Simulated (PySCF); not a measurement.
methyl 3-methyl-2-furoate (COC(=O)c1occc1C, C₇H₈O₃)

Molfile (atoms numbered from 1):
```
C7H8O3
     RDKit          3D

 18 18  0  0  0  0  0  0  0  0999 V2000
    3.2111   -0.2267    0.3180 C   0  0  0  0  0  0  0  0  0  0  0  0
    1.9570    0.4285    0.3056 O   0  0  0  0  0  0  0  0  0  0  0  0
    0.9079   -0.3438    0.0097 C   0  0  0  0  0  0  0  0  0  0  0  0
    0.9873   -1.5256   -0.2349 O   0  0  0  0  0  0  0  0  0  0  0  0
   -0.3535    0.3896    0.0119 C   0  0  0  0  0  0  0  0  0  0  0  0
   -0.3681    1.7157    0.2925 O   0  0  0  0  0  0  0  0  0  0  0  0
   -1.6398    2.1217    0.2241 C   0  0  0  0  0  0  0  0  0  0  0  0
   -2.4652    1.0805   -0.0979 C   0  0  0  0  0  0  0  0  0  0  0  0
   -1.6289   -0.0673   -0.2404 C   0  0  0  0  0  0  0  0  0  0  0  0
   -2.0426   -1.4562   -0.5862 C   0  0  0  0  0  0  0  0  0  0  0  0
    3.9546    0.5382    0.5693 H   0  0  0  0  0  0  0  0  0  0  0  0
    3.4347   -0.6671   -0.6651 H   0  0  0  0  0  0  0  0  0  0  0  0
    3.2263   -1.0329    1.0665 H   0  0  0  0  0  0  0  0  0  0  0  0
   -1.8208    3.1746    0.4260 H   0  0  0  0  0  0  0  0  0  0  0  0
   -3.5453    1.1195   -0.2210 H   0  0  0  0  0  0  0  0  0  0  0  0
   -3.1302   -1.5181   -0.7258 H   0  0  0  0  0  0  0  0  0  0  0  0
   -1.7443   -2.1638    0.2010 H   0  0  0  0  0  0  0  0  0  0  0  0
   -1.5464   -1.7978   -1.5063 H   0  0  0  0  0  0  0  0  0  0  0  0
  1  2  1  0
  2  3  1  0
  3  4  2  0
  3  5  1  0
  5  6  1  0
  6  7  1  0
  7  8  2  0
  8  9  1  0
  9 10  1  0
  9  5  2  0
  1 11  1  0
  1 12  1  0
  1 13  1  0
  7 14  1  0
  8 15  1  0
 10 16  1  0
 10 17  1  0
 10 18  1  0
M  END
```

Level of theory: quadratic response CAM-B3LYP/aug-cc-pVDZ first hyperpolarisability, Taylor convention, gas phase (PySCF 2.14.0). Geometry: PBE0-D3(BJ)/def2-SVP.

Q: Give the tensor of the second harmonic β(−2ω;ω,ω) at 1064 nm in the axes of these coordinates.

A: In au, Taylor convention; rows are the first index (the induced dipole):
```csv
,xx,yy,zz,xy,xz,yz
x,-227.2,-71.0,+46.5,+225.8,+9.9,+4.1
y,+224.4,-39.6,-13.6,-79.8,+2.8,-14.2
z,+9.9,-13.5,+9.4,+2.8,+43.3,-11.7
```
Norm of βᵢ = ⅓ Σⱼ (βᵢⱼⱼ + βⱼᵢⱼ + βⱼⱼᵢ): 312.3 au, hyper-Rayleigh value 171.0 au.
